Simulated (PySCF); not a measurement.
Be(NH2)(SMe) (CH5BeNS), SMILES C[S][Be][NH2].

The structure is a stationary point at PBE0-D3(BJ)/def2-SVP. Other conformers were not sampled.

Calculation: PySCF with r2SCAN/def2-TZVPD.

Symmetry labels are those of the subgroup Cs that the program uses (full group Cs).

Computed valence orbital energies around the gap with their symmetry:
| orbital | symmetry | energy (eV) |
|---|---|---|
| HOMO−7 | A" | -12.00 |
| HOMO−6 | A' | -10.87 |
| HOMO−5 | A" | -10.71 |
| HOMO−4 | A' | -10.29 |
| HOMO−3 | A' | -9.33 |
| HOMO−2 | A' | -7.10 |
| HOMO−1 | A' | -6.35 |
| HOMO | A" | -5.87 |
| LUMO | A' | -0.57 |
| LUMO+1 | A' | -0.29 |
| LUMO+2 | A" | 0.05 |
| LUMO+3 | A' | 0.84 |
